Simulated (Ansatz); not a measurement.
Input for Ansatz (a first-principles code): R-CCSD(T)/aug-cc-pV(D+d)Z on CH6OSi (a complex), monomers drawn apart or pushed together. Files ending in .json are basis or fitting sets from the Basis Set Exchange.

Ansatz 0.2 input:
```yaml
crystal:
  periodic: [false, false, false]
  atoms:
    - {symbol: Si, position_ang: [0.02133810, 0.09222757, 0.17658511]}
    - {symbol: H, position_ang: [-0.65051746, -1.10977309, 0.72361901]}
    - {symbol: H, position_ang: [0.49347010, 0.92815319, 1.30420815]}
    - {symbol: H, position_ang: [-0.93864319, 0.86205424, -0.64424828]}
    - {symbol: H, position_ang: [1.17498436, -0.32248442, -0.65109182]}
    - {symbol: C, position_ang: [-0.29500754, -0.55212781, 5.45391596]}
    - {symbol: O, position_ang: [0.01915998, -0.00516965, 6.47292048]}
    - {symbol: H, position_ang: [-1.26872334, -0.36572414, 4.96018731]}
    - {symbol: H, position_ang: [0.36934908, -1.27728094, 4.94469531]}
basis:
  gaussian:
    orbitals: aug-cc-pV_D+d_Z.json
magnetization: {spin_polarized: false}
correlation: {method: ccsd_t, electrons: outside_noble_gas}
scf: {lower_state_search: off}
```

**Question.** Predict the final total energy.

**Answer.** -405.6513 hartree (reference determinant -405.1359, T1 diagnostic 0.014).

**Question.** How many basis functions does it have, and what does it roughly cost on one machine?

**Answer.** 132 functions; roughly 25 core-seconds.
